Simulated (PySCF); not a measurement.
# Shapes and spin states of PtH₅

These are results of PySCF, PBE0, basis Pt def2-TZVP with ECP60, H def2-TZVP (scalar-relativistic core potentials, no spin–orbit coupling, density fitting), not measurements.

Relaxations began from a few typed shapes and spin states; open shells are unrestricted. The search is not exhaustive: other isomers or separated fragments can lie lower, and high-lying points may rest on an excited occupation.

(1) Which is the lowest minimum found?
A. doublet Cs: H–H 0.827 Å, Pt–H 1.548 Å, Pt–H 1.590 Å (×2), Pt–H 1.819 Å (×2); H–H–Pt 76.9° (×2), H–Pt–H 26.3°, H–Pt–H 82.3° (×2), H–Pt–H 85.0° (×2), H–Pt–H 108.8° (×2)
B. doublet C2v: Pt–H 1.499 Å, Pt–H 1.642 Å (×4); H–Pt–H 54.1° (×2), H–Pt–H 88.1° (×4), H–Pt–H 125.7° (×2), H–Pt–H 176.3° (×2)
C. quartet D3h: Pt–H 1.626 Å (×3), Pt–H 1.641 Å (×2); H–Pt–H 90.0° (×6), H–Pt–H 120.0° (×3), H–Pt–H 180.0°
D. sextet C2v: Pt–H 1.629 Å, Pt–H 1.687 Å (×2); H–Pt–H 113.2°, H–Pt–H 123.4° (×2)
E. sextet C4v: Pt–H 1.620 Å, Pt–H 1.868 Å (×4); H–Pt–H 77.0° (×4), H–Pt–H 118.3° (×4), H–Pt–H 123.5° (×2)
F. quartet C4v: Pt–H 1.605 Å (×4), Pt–H 1.666 Å; H–Pt–H 79.9° (×4), H–Pt–H 114.7° (×4), H–Pt–H 130.5° (×2)

## Answers

(1) A. The others lie at 106.0 (doublet C2v, a saddle point), 264.1 (quartet C4v), 331.6 (quartet D3h, a saddle point), 766.9 (sextet C2v, a saddle point), 781.6 (sextet C4v, a saddle point) kJ/mol above it.

Starts that fell apart ended at 712, 712 kJ/mol on the same scale (coarser grid).

For the lowest minimum: open d and f shells are described by one determinant, and the ground state may have another occupation or spin. No spin–orbit coupling is included, which matters more the heavier the element.
